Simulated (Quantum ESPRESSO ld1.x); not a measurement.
Q: Coherent X-ray form factor from a spherical all-electron density. All-electron calculation, scalar-relativistic Kohn-Sham, LDA (Slater exchange, Perdew-Wang correlation), spin-polarised, spherical densities, point nucleus. Program: ld1.x of Quantum ESPRESSO 7.5.

sin(theta)/lambda (1/angstrom)  f0 (electrons)
0.05                                    78.284
0.1                                     76.258
0.15                                    73.237
0.2                                     69.613
0.25                                    65.745
0.3                                     61.899
0.4                                     54.837
0.5                                     48.899
0.6                                     43.985
0.8                                     36.263
1                                       30.208
1.25                                    24.259
1.5                                     19.989
2                                       15.243

The species is in the configuration that NIST lists as its ground one. Which atom or ion scatters so?

A: The lead ion Pb3+, [Xe] 4f14 5d10 6s1. Extrapolating in s^2 from the first two rows gives f0(0) = 79.0, near the electron count 79; among species with that count, the fall with angle is slower the higher Z, and the table is that of Z = 82; from so few rows the species is fixed only to a neighbour or two.
